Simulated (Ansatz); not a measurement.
`F[SiH2][GeH3]` + `BCS` → `BCS[SiH2]F` + GeH₄  (cleavage of the Si–Ge bond)

Calculated with Ansatz (gas phase, PBE0-D4/def2-TZVP geometries, no zero-point term in ΔE). CCSD(T)/CBS is the MP2 limit (def2-TZVPP, def2-QZVPP) plus CCSD(T) − MP2 in def2-TZVPP, frozen cores. DFT in def2-TZVPP. HSE06 is defined as in plane-wave codes. For Ge outer-core shells are correlated without core-valence functions, which leaves a few kJ/mol of doubt a bond. Scalar relativity is left out up to krypton. One conformer a species, not always the lowest.

Q: Is it downhill or uphill in electronic energy at CCSD(T)/CBS, and by how much? (Best estimate.)

A: The calculation gave: Downhill: ΔE = -61.8 kJ/mol.

Q: What do these levels give: BLYP-D4, B97M-V, CAM-B3LYP-D4, PBE-QIDH, PBE, revPBE, HSE06, HF/def2-SVP, MP2/def2-SVP, CCSD/def2-TZVPP, SCS-MP2/def2-QZVPP, HF/CBS(def2)? (Estimate.)

A: The calculation gave: BLYP-D4 -59.7, B97M-V -67.2, CAM-B3LYP-D4 -61.9, PBE-QIDH -63.3, PBE -54.0, revPBE -52.4, HSE06 -56.6, HF/def2-SVP -66.2, MP2/def2-SVP -70.6, CCSD/def2-TZVPP -59.7, SCS-MP2/def2-QZVPP -67.2, HF/CBS(def2) -64.7 kJ/mol.

Largest T1 diagnostic among the species: 0.012.

The D4 term adds −4.4 kJ/mol with B3LYP and −2.4 kJ/mol with PBE0; it sums over pairs of atoms, weighted by their polarisabilities, and B3LYP, whose exchange is more repulsive, gets the larger term. Leaving LDA and LC-ωPBE aside and taking each functional with its dispersion term where it has one, the values, not all of them listed here, spread over 10.4 kJ/mol, from B97M-V to PBE-D4. LDA lies −3.7 kJ/mol from PBE without D4.

B3LYP here is the variant with VWN-RPA as its local correlation; programs differ in this.
